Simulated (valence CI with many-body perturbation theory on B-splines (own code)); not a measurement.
Values are calculated unless marked as measured or tabulated.
## Hyperfine factors and g values of Ho52+

Level of theory: relativistic CI+MBPT: five valence electrons over a frozen Dirac-Fock core [Ne], a basis of 11 s, 11 p, 10 d, 8 f, 5 g, 2 h functions for each j, with the one-electron correlation potential Σ1, the two-electron term Σ2, the three-electron term Σ3, Breit, model QED; selected CI, second order for the rest, scaled by the run's own slope (own B-spline code, finite nucleus).

No measured spectrum was set against this ion. As an estimate, large intervals hold to a few tenths of a per cent, small ones and those within an open d or f shell to about a per cent. Among the levels kept, up to 3200 cm⁻¹ of a level comes from second order outside the variational space, and about a tenth of that is noise between levels of different J, which matters for small intervals.

A/g_I is the dipole constant over the nuclear g factor μ/I (μ in nuclear magnetons, uniformly magnetised nucleus), B/Q the quadrupole constant per barn. Both hold the static response of the core; the bare values leave it out. Large factors of s and p1/2 electrons are usually good to 5 to 10 %; those of open d and f shells near neutrality can be off by tens of per cent, and small factors of p3/2, d and f electrons come from cancelling terms and can be off by a factor of two or in sign, in half-filled shells by more. B is blank for J = 1/2, where it vanishes, and for nearly pure S terms. Energies count from the lowest level.

Levels are named by their leading jj configuration (3d3/2^4 stands for four electrons in 3d with j = 3/2), which in mixed levels can hold well under half, so a name can repeat and another be missing. Letters in brackets count levels of one name in rising energy.

| Level | E (eV) | g | A/g_I (MHz) | A/g_I bare | B/Q (MHz/b) | B/Q bare |
| --- | --- | --- | --- | --- | --- | --- |
| (3s^2 3p1/2^2 3p3/2) J=3/2 | 0.00 | 1.354 | 145000 | 145000 | 277000 | 273000 |
| (3s^2 3p1/2^2 3d3/2) J=3/2 | 201.94 | 0.778 | 77500 | 79600 | 43200 | 44900 |
| (3s^2 3p1/2 3p3/2^2) J=3/2 | 208.99 | 1.452 | -49600 | -45700 | 28300 | 27900 |
| (3s^2 3p1/2 3p3/2^2) J=5/2 | 219.59 | 1.189 | 351000 | 346000 | -632 | -618 |
| (3s^2 3p1/2 3p3/2^2) J=1/2 | 233.03 | 0.651 | 1160000 | 1130000 |  |  |
| (3s^2 3p1/2^2 3d5/2) J=5/2 | 263.41 | 1.203 | 42300 | 44300 | 31800 | 34000 |
| (3s 3p1/2^2 3p3/2^2) J=5/2 | 358.37 | 1.459 | 766000 | 752000 | 78000 | 76900 |
| (3s 3p1/2^2 3p3/2^2) J=3/2 | 385.06 | 1.149 | -397000 | -384000 | -39200 | -38500 |
| (3s 3p1/2^2 3p3/2^2) J=1/2 | 385.79 | 2.086 | 3120000 | 3050000 |  |  |
| (3s^2 3p1/2 3p3/2 3d3/2) J=5/2 [a] | 409.07 | 0.956 | 264000 | 261000 | -33200 | -31600 |
| (3s^2 3p1/2 3p3/2 3d3/2) J=3/2 [a] | 411.64 | 0.908 | 259000 | 256000 | -176000 | -173000 |
| (3s^2 3p1/2 3p3/2 3d3/2) J=1/2 [a] | 411.73 | 0.207 | 427000 | 422000 |  |  |
| (3s^2 3p1/2 3p3/2 3d3/2) J=7/2 | 419.90 | 1.033 | 260000 | 258000 | 293000 | 290000 |
| (3s^2 3p3/2^3) J=3/2 | 443.66 | 1.300 | 154000 | 153000 | -304000 | -300000 |
| (3s^2 3p1/2 3p3/2 3d3/2) J=5/2 [b] | 445.81 | 1.177 | 49900 | 52400 | 278000 | 275000 |
| (3s^2 3p1/2 3p3/2 3d3/2) J=3/2 [b] | 453.92 | 1.230 | -18000 | -13800 | 12300 | 11200 |
| (3s^2 3p1/2 3p3/2 3d3/2) J=1/2 [b] | 453.94 | 1.670 | 796000 | 780000 |  |  |
| (3s^2 3p1/2 3p3/2 3d5/2) J=7/2 [a] | 460.30 | 1.304 | -43800 | -39900 | 314000 | 312000 |
| (3s^2 3p1/2 3p3/2 3d5/2) J=3/2 [a] | 469.74 | 1.350 | -148000 | -142000 | -108000 | -105000 |
| (3s^2 3p1/2 3p3/2 3d5/2) J=9/2 | 471.80 | 1.187 | 194000 | 193000 | 300000 | 299000 |
| (3s^2 3p1/2 3p3/2 3d5/2) J=5/2 [a] | 473.34 | 1.129 | 258000 | 256000 | -206000 | -203000 |
| (3s^2 3p1/2 3p3/2 3d5/2) J=7/2 [b] | 493.29 | 1.115 | 222000 | 220000 | 15000 | 16700 |
| (3s^2 3p1/2 3p3/2 3d5/2) J=5/2 [b] | 493.43 | 1.260 | -34700 | -31300 | 34200 | 35000 |
| (3s^2 3p1/2 3p3/2 3d5/2) J=3/2 [b] | 500.87 | 0.929 | 337000 | 332000 | 34200 | 34400 |
| (3s^2 3p1/2 3p3/2 3d5/2) J=1/2 | 504.19 | 1.237 | -343000 | -332000 |  |  |
| (3s 3p1/2^2 3p3/2 3d3/2) J=5/2 [a] | 555.59 | 1.273 | 599000 | 590000 | 83700 | 82100 |
| (3s 3p1/2^2 3p3/2 3d3/2) J=3/2 [a] | 557.57 | 1.279 | 361000 | 357000 | -61.5 | -1270 |
| (3s 3p1/2^2 3p3/2 3d3/2) J=1/2 [a] | 559.21 | 2.442 | 1840000 | 1800000 |  |  |
| (3s 3p1/2^2 3p3/2 3d3/2) J=7/2 | 564.22 | 1.272 | 574000 | 565000 | 275000 | 273000 |
| (3s 3p1/2 3p3/2^3) J=3/2 [a] | 578.96 | 1.472 | 585000 | 576000 | -254000 | -251000 |
| (3s 3p1/2^2 3p3/2 3d3/2) J=3/2 [b] | 580.55 | 1.000 | 265000 | 263000 | -153000 | -151000 |
| (3s 3p1/2^2 3p3/2 3d3/2) J=5/2 [b] | 592.18 | 0.876 | -137000 | -131000 | 172000 | 171000 |
| (3s 3p1/2 3p3/2^3) J=5/2 | 594.08 | 1.289 | 911000 | 894000 | -330000 | -325000 |
| (3s 3p1/2^2 3p3/2 3d3/2) J=1/2 [b] | 595.76 | 0.560 | 562000 | 552000 |  |  |
| (3s 3p1/2^2 3p3/2 3d5/2) J=9/2 | 607.48 | 1.359 | 455000 | 449000 | 293000 | 291000 |
| (3s 3p1/2 3p3/2^3) J=1/2 | 612.11 | 1.362 | -898000 | -873000 |  |  |
| (3s 3p1/2 3p3/2^3) J=3/2 [b] | 614.26 | 1.130 | 326000 | 322000 | -35200 | -34700 |
| (3s 3p1/2^2 3p3/2 3d5/2) J=5/2 [a] | 621.77 | 1.376 | 653000 | 643000 | -144000 | -142000 |
| (3s^2 3p1/2 3d3/2^2) J=5/2 | 622.61 | 0.781 | 234000 | 232000 | 60500 | 60200 |
| (3s 3p1/2^2 3p3/2 3d5/2) J=7/2 [a] | 629.51 | 1.252 | 327000 | 323000 | 165000 | 165000 |
